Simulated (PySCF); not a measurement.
BrSi, SMILES [Si]Br (connectivity only; charge and spin as stated), neutral, multiplicity 2.

The structure is a stationary point at PBE0-D3(BJ)/def2-TZVP.

All values below come from SMD-ωB97X/6-31G* in PySCF.

Solvation free energies are E(SMD) − E(gas) at the gas-phase geometry, for 1 M in both phases. Bromine has the revised SMD18 radius of 2.60 Å. In vacuum the dipole moment is 1.07 D.

Computed solvation free energies in water, ethanol, 2-propanol:
| solvent | ΔG(solv) (kcal/mol) | its non-electrostatic (CDS) part | dipole (D) |
|---|---|---|---|
| water | -1.8 | -0.4 | 1.45 |
| ethanol | -3.8 | -2.5 | 1.44 |
| 2-propanol | -3.9 | -2.5 | 1.43 |
